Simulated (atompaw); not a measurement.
## Gd (Z = 64): PAW (atompaw) pseudisation with PBEsol, scalar-relativistic reference atom.

* Element: gadolinium
* Generator: atompaw 4.2.0.5
* Type: PAW
* Functional: PBEsol
* Relativity: scalar-relativistic
* Frozen core: [Kr] 4d10
* Valence charge: 18
* Reference configuration: 4f7 5s2 5p6 5d1 6s1.75 6p0.25
* Partial waves: 5s (bound): rc 2.15 bohr; 6s (bound): rc 2.50 bohr; 5p (bound): rc 2.25 bohr; 6p (bound): rc 2.50 bohr; 5d (bound): rc 2.15 bohr; 5d channel at 1.3 Ry: rc 2.15 bohr; 4f (bound): rc 0.90 bohr; 4f channel at 1.45 Ry: rc 0.90 bohr
* Local potential: bessel scheme, radius 2.05 bohr
* Core correction: smooth core density matched at 1.65 bohr
* Augmentation charge: sinc compensation charge, radius 1.90 bohr; PAW radius 2.50 bohr; waves and projectors: custom rrkj gramschmidtortho

All-electron outer shells of the reference configuration (PBEsol, scalar-relativistic, ld1.x):

```csv
shell,level (eV),outermost node (bohr),outermost maximum (bohr)
4p,-276.42,0.29,0.54
4d,-147.93,0.27,0.56
5s,-50.10,0.65,1.20
5p,-27.61,0.70,1.35
4f,-9.07,–,0.56
6s,-4.34,1.60,3.37
5d,-2.82,0.79,1.95
6p,-1.48,1.92,4.55
```

**Question.** Does the generator finish with these settings?

**Answer.** Yes, a potential is produced.

**Question.** Estimate the cutoffs (Ry, on a coarse ladder) from which the occupation-weighted sum of valence levels, in a spherical-Bessel basis at the reference potential, stays within 10 and 1 mRy of its value at 400 Ry.

**Answer.** 260 Ry and over 300 Ry.

**Question.** Does the potential have ghost states?

**Answer.** No extra level below or beside the all-electron valence levels (s, p, d, f tested).

**Question.** Is the overlap operator S = 1 + Σ q|β⟩⟨β| positive definite (Bessel basis up to 400 Ry)?

**Answer.** Yes: its lowest eigenvalue is 0.12 (s channel).

**Question.** Which valence shell sets the plane-wave cutoff?

**Answer.** 4f: its level needs 260 Ry to come within 1 mRy, against 21 Ry for 6p.
